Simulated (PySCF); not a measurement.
A structure optimised at PBE0-D3(BJ)/def2-SVP, used in a PySCF frequency run:

```xyz
7

C      2.1104    -0.0570     0.0000
Si     0.2864    -0.0108     0.0000
Cl    -0.4452    -0.9442     1.6718
Cl    -0.4452    -0.9442    -1.6718
Cl    -0.4062     1.9228     0.0000
H      2.6855    -0.0464     0.9312
H      2.6855    -0.0464    -0.9312
```
Charge 0, spin multiplicity 2.

Question: Write its SMILES, formula and point group.

Answer: [CH2][Si](Cl)(Cl)Cl, CH2Cl3Si, Cs

Question: What are its rotational constants (standard atomic weights)?

Answer: 1.7782, 1.7438, 1.2819 GHz
